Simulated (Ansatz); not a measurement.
Conformers of C4H8O (SMILES C=CCOC), B3LYP-D3(BJ)/def2-TZVP minima from an xTB search, which can miss the lowest.
Conformer 1 (charge 0, multiplicity 1, Z-matrix in Å and degrees):
```
C
H 1 1.0927
H 1 1.0988 2 108.05
O 1 1.4202 2 105.10 3 -117.95
C 4 1.4140 1 113.46 2 169.57
H 5 1.0887 4 106.94 1 -177.96
H 5 1.0951 6 109.21 4 121.45
H 5 1.0979 6 109.07 7 118.32
C 1 1.4996 2 110.03 3 120.20
C 9 1.3260 1 124.46 2 -117.71
H 10 1.0826 9 121.88 1 178.84
H 10 1.0846 11 116.78 9 179.50
H 9 1.0865 10 120.18 11 -1.18
```
Conformer 2 (charge 0, multiplicity 1):
```
atom    x (Å)    y (Å)    z (Å)
----  -------  -------  -------
C     -2.4470  -0.3160   0.1692
C     -1.3866   0.4538  -0.0292
C     -0.0438  -0.0536  -0.4377
O      0.9357   0.4643   0.4461
C      2.2461   0.0930   0.0811
H     -2.3915  -1.3941   0.0681
H     -3.4096   0.1005   0.4360
H     -1.4597   1.5305   0.0894
H     -0.0279  -1.1523  -0.4317
H      0.1838   0.2732  -1.4652
H      2.3744  -0.9973   0.0967
H      2.5017   0.4578  -0.9226
H      2.9244   0.5403   0.8059
```

Frozen-core correlation. MP2 and its Hartree–Fock in cc-pVQZ, cc-pVTZ are density fitted.

The values were computed with Ansatz (Gaussian orbitals). Each number belongs to the level named beside it.

The energy of conformer 2 above conformer 1 is E(conformer 2) − E(conformer 1). Total energies (hartree):

| level | conformer 2 | conformer 1 |
|---|---|---|
| HF/cc-pVTZ | -231.0328275 | -231.0321012 |
| MP2/cc-pVTZ | -231.9438513 | -231.9446315 |
| HF/cc-pVQZ | -231.0490262 | -231.0481576 |
| MP2/cc-pVQZ | -232.0209706 | -232.0216111 |
| MP2/cc-pVDZ | -231.6987898 | -231.6999108 |
| CCSD(T)/cc-pVDZ | -231.7802324 | -231.7811687 |

### Question
Work out the energy of conformer 2 above conformer 1 at the basis-set limit: extrapolate the MP2 correlation part as X⁻³, take Hartree–Fock from the larger set, and add the CCSD(T) − MP2 difference of cc-pVDZ.

### Answer

1. Differences (1 hartree = 627.509 kcal/mol): HF/cc-pVTZ -0.456; MP2/cc-pVTZ 0.490; HF/cc-pVQZ -0.545; MP2/cc-pVQZ 0.402; MP2/cc-pVDZ 0.703; CCSD(T)/cc-pVDZ 0.588.
2. Correlation parts, MP2 less HF: 0.945 in cc-pVTZ (X = 3), 0.947 in cc-pVQZ (X = 4).
3. Limit (4³·(0.947) − 3³·(0.945))/(4³ − 3³) = 0.948; with HF/cc-pVQZ it gives 0.403.
4. CCSD(T) less MP2 in cc-pVDZ: -0.116.
Result: 0.29 kcal/mol, against 0.49 at MP2/cc-pVTZ. It is an estimate of this method's limit, not of the exact value.

Ansatz is a first-principles code.
